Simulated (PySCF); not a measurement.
Delta-SCF ions had no search for a lower state. Excitations are Tamm–Dancoff values on a coarser integration grid. The basis has no diffuse functions, so Rydberg states are missing or too high.

CH$_{7}$BN$_{2}$, SMILES `B(N)(C)N` (charge 0, multiplicity 1)

The numbers are results of PBE-D3(BJ)/def2-TZVP // B3LYP-D3(BJ)/def2-TZVP in PySCF, not measurements.

- HOMO: -5.34 eV
- dipole moment: 1.14 D
- HOMO–LUMO gap: 5.45 eV
- LUMO: 0.10 eV
- S1 excitation (TDA): 5.52 eV
- S1 oscillator strength: 0.000
- T1 excitation (TDA): 5.32 eV
- S1–T1 gap (TDA): 0.20 eV
- vertical ionisation energy (Delta-SCF): 8.81 eV
- total energy: -176.6103 Ha
- cost: about 2.1 core-minutes (a rough figure)

```xyz
11

C     -1.1960    -0.6437     0.2391
B      0.1807     0.0982    -0.0181
N      1.3847    -0.6496    -0.0761
N      0.1983     1.5026    -0.2163
H     -1.6498    -0.9419    -0.7116
H     -1.9233    -0.0095     0.7519
H     -1.0770    -1.5533     0.8326
H      1.4039    -1.6435     0.0626
H      2.2891    -0.2547    -0.2680
H      1.0260     2.0367    -0.4175
H     -0.6366     2.0586    -0.1785
```
